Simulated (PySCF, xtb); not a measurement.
WO₂F, SMILES [O]=[W+](=[O])[F], charge +1, multiplicity 1.

Harmonic wavenumbers (cm⁻¹) from GFN2-xTB in xtb at its own minimum, in rising order: 157, 198, 219, 426, 661, 690.

Q: What does r2SCAN-D4/def2-TZVP (PySCF) give at its own minimum? (Estimate from the structure and the level; the computed values follow.)

A: 254, 270, 394, 771, 1043, 1090. Paired by order, the mean absolute difference is 245 cm⁻¹ and the zero-point energies are 3.4 and 5.5 kcal/mol.
